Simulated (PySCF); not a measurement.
MoO₃, SMILES [O]=[Mo](=[O])=[O], multiplicity 1. Atoms are numbered in the order given.

```xyz
4

Mo     0.0000     0.0000     0.1967
O      1.3887    -0.8018    -0.3442
O     -1.3887    -0.8018    -0.3442
O      0.0000     1.6035    -0.3442
```
Charge 0, spin multiplicity 1.

Geometry: PBE0-D3(BJ)/def2-TZVP. The spin state was assumed, not searched. The isomer is the one that the SMILES or the coordinates give; other isomers of the formula were not compared. The def2 effective core potentials stand for the cores of Mo; spin–orbit coupling is left out.

The numbers are results of r2SCAN/def2-TZVPD (PySCF), not measurements.

Isolated molecule, no solvent.

```
Item                                                                                                             Value
---------------------------------------------------------------------------------------------  -----------------------
total energy                                                                                        -294.00047 hartree
point group                                                                                                        C3v
highest occupied level                                                                                        -7.82 eV
lowest empty level                                                                                            -5.23 eV
orbital gap                                                                                                    2.59 eV
dipole moment                                                                                                   4.81 D
quadrupole, principal values (traceless, Buckingham form, about the centre of nuclear charge)  -5.69, -5.69, 11.38 D·Å
mean static polarisability                                                                        43.1 bohr³ (6.38 Å³)
polarisability, principal values                                                                27.6, 50.8, 50.8 bohr³
```
